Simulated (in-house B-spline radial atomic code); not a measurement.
A run on neutral magnesium that did not converge. Method: non-relativistic TPSS, spin-polarised, spherical fractional occupations, point nucleus; computed with a B-spline radial code for spherical atoms.

Command:
```bash
python run_scf.py task.json out
```
Settings:
```
Z                12
configuration    [He] 2s1.75 2p6 3s2 3d0.25
hamiltonian      nr
method           tpss,tpss
spin_polarised   True
```

First and last ten iterations of the last attempt (damped for 15 steps, keeping 80 % of the old Fock matrix, then DIIS):
```
 iter        energy (Eh)    residual
    1        -199.328060    1.62e-02
    2        -199.329216    9.80e-04
    3        -199.329233    7.16e-04
    4        -199.329239    5.99e-04
    5        -199.329242    5.00e-04
    6        -199.329244    4.17e-04
    7        -199.329245    3.48e-04
    8        -199.329245    2.90e-04
    9        -199.329246    2.42e-04
   10        -199.329246    2.01e-04
  111        -199.329249    2.78e-05
  112        -199.329247    1.83e-05
  113        -199.329246    2.38e-05
  114        -199.329246    2.78e-05
  115        -199.329245    3.30e-05
  116        -199.329245    3.11e-05
  117        -199.329245    3.65e-05
  118        -199.329245    3.11e-05
  119        -199.329244    3.25e-05
  120        -199.329245    2.93e-05
 not converged after 120 iterations
```

The smallest residual met was 8.0e-06; the threshold is about 1e-07. Over the last five steps the energy moves by less than 2e-06 hartree, but the orbitals didn't meet the threshold. Time taken, with all properties: 1.8 s on 1 thread of Arm Neoverse V2 (shared host).
